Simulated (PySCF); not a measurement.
Species: C₇H₁₃Al.
SMILES with atom numbers: `[CH3:1][C:2]#[C:3][AlH:4][C:5]([CH3:6])([CH3:7])[CH3:8]` (hydrogens: H9, H10, H11 on C1; H12 on Al4; H13, H14, H15 on C6; H16, H17, H18 on C7; H19, H20, H21 on C8)

Computed with PySCF at CAM-B3LYP/def2-SVPD, non-relativistic, on one gas-phase PBE0-D3(BJ)/def2-SVP geometry that isn't relaxed in the solvent. The solvent is an IEF-PCM continuum (cavity from Bondi-type radii × 1.2), and excitations are vertical TDDFT with non-equilibrium linear response and a frozen core. Only the electrostatic response of the medium enters.

Gas-phase singlets (H = HOMO, L = LUMO):

```json
{"state": "S1", "E (eV)": "4.414", "λ (nm)": "281", "f": "0.000", "leading configurations": "H→L 94%"}
{"state": "S2", "E (eV)": "5.074", "λ (nm)": "244", "f": "0.001", "leading configurations": "H-2→L 85%"}
{"state": "S3", "E (eV)": "5.460", "λ (nm)": "227", "f": "0.055", "leading configurations": "H-1→L 75%"}
{"state": "S4", "E (eV)": "6.236", "λ (nm)": "199", "f": "0.001", "leading configurations": "H-1→L+3 53%, H-1→L+2 25%"}
{"state": "S5", "E (eV)": "6.445", "λ (nm)": "192", "f": "0.032", "leading configurations": "H→L+1 80%, H→L+2 11%"}
```

**Question.** How does the list change in acetone (ε = 20.49)?

**Answer.** 
```json
{"state": "S1", "E (eV)": "4.606", "λ (nm)": "269", "f": "0.001", "leading configurations": "H→L 94%", "change by rank (eV)": "+0.192"}
{"state": "S2", "E (eV)": "5.293", "λ (nm)": "234", "f": "0.001", "leading configurations": "H-2→L 81%", "change by rank (eV)": "+0.219"}
{"state": "S3", "E (eV)": "5.637", "λ (nm)": "220", "f": "0.054", "leading configurations": "H-1→L 70%, H-2→L+2 9%", "change by rank (eV)": "+0.177"}
{"state": "S4", "E (eV)": "6.283", "λ (nm)": "197", "f": "0.000", "leading configurations": "H-1→L+2 53%, H-1→L+3 26%", "change by rank (eV)": "+0.047"}
{"state": "S5", "E (eV)": "6.529", "λ (nm)": "190", "f": "0.038", "leading configurations": "H→L+1 75%, H→L+2 15%", "change by rank (eV)": "+0.084"}
```

**Question.** The ground-state energy changes by -0.231 eV from gas to acetone. By how much does the total energy of gas-phase S1 change?

**Answer.** E(S1) = E(S0) + excitation energy, so it changes by -0.231 + 0.192 = -0.039 eV: it is lowered less than the ground state, which is what a blue shift means. This is the vertical state, with the slow part of the continuum still set for S0.

**Question.** How do the frontier levels move from gas to acetone?

**Answer.** 
```tsv
orbital	gas (eV)	solvent (eV)	change (eV)	Löwdin shares, gas	Löwdin shares, solvent
LUMO+2	1.41	1.50	+0.09	C1 21 %, Al4 14 %, C2 13 %, H9 9 %	Al4 22 %, C2 18 %, C3 14 %, C1 9 %
LUMO+1	0.87	1.00	+0.13	Al4 47 %, C1 9 %, C2 8 %	Al4 47 %, C2 10 %, C1 9 %, C3 5 %
LUMO	-0.37	-0.10	+0.27	Al4 46 %, C3 14 %, C2 9 %, H12 9 %	Al4 45 %, C3 15 %, C2 10 %, H12 9 %
HOMO	-8.13	-8.03	+0.10	C5 32 %, Al4 16 %, H12 7 %, C3 7 %	C5 33 %, Al4 16 %, C7 7 %, C6 7 %
HOMO-1	-8.99	-9.04	-0.05	C3 42 %, C2 39 %, C1 8 %, Al4 5 %	C3 42 %, C2 38 %, C1 8 %, Al4 5 %
HOMO-2	-9.00	-9.04	-0.04	C3 36 %, C2 34 %, C1 7 %, Al4 6 %	C3 38 %, C2 35 %, C1 8 %, Al4 5 %
HOMO-3	-10.44	-10.44	0.00	H12 35 %, Al4 32 %, C3 14 %, C8 6 %	H12 18 %, Al4 17 %, C5 15 %, C8 15 %
```

The HOMO–LUMO gap goes from 7.76 to 7.93 eV. Rows go by rank; for HOMO-3, HOMO-2, HOMO-1 and LUMO+2 the atom shares or the degeneracy differ between the runs, so the row needn't follow one orbital. Shares within a degenerate set are those of one arbitrary member.

Shape of the structure used: `[CH3:1][C:2]#[C:3][AlH:4][C:5]([CH3:6])([CH3:7])[CH3:8]`: C3–Al4–C5–C6 59°.
